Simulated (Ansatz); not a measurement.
`NBCl` + CH₃NH₂ → `CNBCl` + NH₃ at 298.15 K and 1 bar (ligand exchange at a B–N bond).

Isolated molecules relaxed with PBE0-D4/def2-TZVP in Ansatz; ΔE leaves out vibrations. CCSD(T)/CBS adds triple-zeta CCSD(T) − MP2 to the extrapolated MP2 energy (def2 sets, frozen cores). This one scheme is used for every species. Each species was taken in one conformer, which may not be the lowest.

| species | CCSD(T)/CBS energy (Eh) | H − E (kJ/mol) | S (J/(mol·K)) |
| --- | --- | --- | --- |
| `NBCl` | -541.16722 | 121.1 | 268.2 |
| CH₃NH₂ | -95.75281 | 180.0 | 240.4 |
| `CNBCl` | -580.41629 | 199.5 | 302.3 |
| NH₃ | -56.50880 | 100.5 | 192.4 |

H − E and S are ideal-gas, rigid-rotor, harmonic terms from PBE0-D4/def2-TZVP, for one conformer and one mirror image of each species. 1 Eh = 2625.50 kJ/mol, R = 8.31446 J/(mol·K).

**Question.** By hand: ΔE, ΔH, ΔS and ΔG.

**Answer.** ΔE = (-580.41629) + (-56.50880) − (-541.16722) − (-95.75281) = -0.00506 Eh = -13.3 kJ/mol. Δ(H − E) = 199.5 + 100.5 − 121.1 − 180.0 = -1.1, so ΔH = -14.4 kJ/mol. ΔS = 302.3 + 192.4 − 268.2 − 240.4 = -13.9 J/(mol·K). ΔG = -14.4 − 298.15 × (-13.9)/1000 = -10.3 kJ/mol.

**Question.** By hand: the equilibrium constant, and the temperature at which ΔG would vanish if ΔH and ΔS stayed fixed.

**Answer.** log₁₀ K = −ΔG/(RT ln 10) = 1.8. ΔG = 0 at ΔH/ΔS = 1036 K, though so small a ΔS makes that figure unsure.

The number of gas molecules stays the same, so ΔS is small and ΔH decides. A doubt of 5 kJ/mol in ΔE shifts log₁₀ K by 0.9 here. Other conformers and mirror images would add mixing entropy, several J/(mol·K) or more a flexible species. These are equilibria of isolated gas molecules and say nothing of rates. Largest T1 diagnostic: 0.011 (customary marks: 0.02 for closed shells, 0.045 for open ones).
